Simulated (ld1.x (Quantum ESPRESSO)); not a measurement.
**Building the ultrasoft potential for Sm (PBE, fully relativistic).**

| Property | Result |
| --- | --- |
| Element | samarium |
| Generator | ld1.x (Quantum ESPRESSO) 7.5 |
| Type | ultrasoft |
| Functional | PBE |
| Relativity | fully relativistic |
| Frozen core | [Kr] 4d10 |
| Valence charge | 16 |
| Reference configuration | 4f6 5s2 5p6 5d0 6s0 6p0 (charge +2) |
| Partial waves | 5s (bound): rcut 2.10, rcutus 2.35 bohr; 6s (bound, empty): rcut 2.10, rcutus 2.35 bohr; 5p (bound): rcut 2.10, rcutus 2.45 bohr; 6p (bound, empty): rcut 2.10, rcutus 2.45 bohr; 5d (bound, empty): rcut 2.50, rcutus 3.25 bohr; 5d channel at 1.7 Ry: rcut 2.50, rcutus 3.25 bohr; 4f (bound): rcut 0.90, rcutus 1.00 bohr; 4f channel at 0.75 Ry: rcut 0.90, rcutus 1.00 bohr |
| Local potential | all-electron potential smoothed inside 1.55 bohr (lloc = -1) |
| Core correction | a·sin(br)/r model core inside 0.55 bohr |
| Augmentation charge | built from norm-conserving waves at rcut, not smoothed further |

Open shells are filled in proportion to 2j + 1 (rel_dist='average').

Calculated quality:

```
Ghost test                                : ghost states, extra bound levels that the all-electron valence spectrum of the same l lacks: d3/2 at -17.3 eV, d5/2 at -16.7 eV (s, p1/2, p3/2 not tested); a true bound ghost makes a file unfit for plane-wave use (spherical-Bessel basis up to 400 Ry, 20 bohr box)
Configuration tests                       : test run stopped at test 1 of 7 (negative rho)
Lowest eigenvalue of the overlap operator : -0.13 (p1/2 channel); it is negative, so in a basis up to 400 Ry S is not positive definite and the file is unfit for use
```

Note: ghost states, extra bound levels that the all-electron valence spectrum of the same l lacks: d3/2 at -17.3 eV, d5/2 at -16.7 eV (s, p1/2, p3/2 not tested). A true bound ghost makes a file unfit for plane-wave use. Its overlap operator is not positive definite in a basis up to 400 Ry (lowest eigenvalue s -0.12, p1/2 -0.13, p3/2 -0.07), so the file is unfit for use: the generalised eigenproblem breaks down once the basis is large enough, and its test numbers describe a broken file.

Generation and tests took about 2.1 s on one core of a shared server CPU.
